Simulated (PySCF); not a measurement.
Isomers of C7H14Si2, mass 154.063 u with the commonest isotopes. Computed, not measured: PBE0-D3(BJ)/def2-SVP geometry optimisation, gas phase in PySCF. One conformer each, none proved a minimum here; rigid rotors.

Question: Order these by out-of-plane moment Σ m c² = (Ia + Ib − Ic)/2, smallest first.
A. `[SiH3:1][C:2]#[C:3][SiH2:4][CH:5]1[CH2:6][CH2:7][CH2:8][CH2:9]1` with C3–Si4–C5–C6 -60°, Si4–C5–C6–C7 166°, C5–C6–C7–C8 -40°, C6–C7–C8–C9 23°, C7–C8–C9–C5 2°
B. `[CH:1]#[C:2][C@@H:3]([CH2:4][SiH3:5])[CH2:6][SiH2:7][CH:8]=[CH2:9]` with C2–C3–C4–Si5 -53°, C2–C3–C6–Si7 175°, C3–C6–Si7–C8 -165°, C6–Si7–C8–C9 117°
C. `[CH3:1][CH2:2][CH2:3][C:4]1=[CH:5][SiH2:6][CH:7]=[CH:8][SiH2:9]1` with C1–C2–C3–C4 61°, C2–C3–C4–C5 -122°

Answer: B (26.94 u·Å²), C (62.02 u·Å²), A (72.51 u·Å²).

Question: Order these by rotational constant B, smallest first.
A. `[CH3:1][CH2:2][CH2:3][C:4]1=[CH:5][SiH2:6][CH:7]=[CH:8][SiH2:9]1` with C1–C2–C3–C4 61°, C2–C3–C4–C5 -122°
B. `[SiH3:1][C:2]#[C:3][SiH2:4][CH:5]1[CH2:6][CH2:7][CH2:8][CH2:9]1` with C3–Si4–C5–C6 -60°, Si4–C5–C6–C7 166°, C5–C6–C7–C8 -40°, C6–C7–C8–C9 23°, C7–C8–C9–C5 2°
C. `[CH:1]#[C:2][C@@H:3]([CH2:4][SiH3:5])[CH2:6][SiH2:7][CH:8]=[CH2:9]` with C2–C3–C4–Si5 -53°, C2–C3–C6–Si7 175°, C3–C6–Si7–C8 -165°, C6–Si7–C8–C9 117°

Answer: C (466.4 MHz), B (534.1 MHz), A (748.7 MHz).

Question: Order these by dipole moment, smallest first.
A. `[CH3:1][CH2:2][CH2:3][C:4]1=[CH:5][SiH2:6][CH:7]=[CH:8][SiH2:9]1` with C1–C2–C3–C4 61°, C2–C3–C4–C5 -122°
B. `[SiH3:1][C:2]#[C:3][SiH2:4][CH:5]1[CH2:6][CH2:7][CH2:8][CH2:9]1` with C3–Si4–C5–C6 -60°, Si4–C5–C6–C7 166°, C5–C6–C7–C8 -40°, C6–C7–C8–C9 23°, C7–C8–C9–C5 2°
C. `[CH:1]#[C:2][C@@H:3]([CH2:4][SiH3:5])[CH2:6][SiH2:7][CH:8]=[CH2:9]` with C2–C3–C4–Si5 -53°, C2–C3–C6–Si7 175°, C3–C6–Si7–C8 -165°, C6–Si7–C8–C9 117°

Answer: A (0.56 D), B (1.07 D), C (1.39 D).

```json
{"SMILES": "CCCC1=C[SiH2]C=C[SiH2]1", "point group": "C1", "Ia (u·Å²)": "268.11", "Ib (u·Å²)": "675.05", "Ic (u·Å²)": "819.12", "κ": "-0.79", "μa (D)": "0.52", "μb (D)": "0.14", "μc (D)": "0.13"}
{"SMILES": "C#C[C@@H](C[SiH3])C[SiH2]C=C", "point group": "C1", "Ia (u·Å²)": "239.55", "Ib (u·Å²)": "1083.52", "Ic (u·Å²)": "1269.20", "κ": "-0.92", "μa (D)": "1.22", "μb (D)": "0.57", "μc (D)": "0.35"}
{"SMILES": "[SiH3]C#C[SiH2]C1CCCC1", "point group": "C1", "Ia (u·Å²)": "298.06", "Ib (u·Å²)": "946.23", "Ic (u·Å²)": "1099.27", "κ": "-0.88", "μa (D)": "0.90", "μb (D)": "0.57", "μc (D)": "0.01"}
```
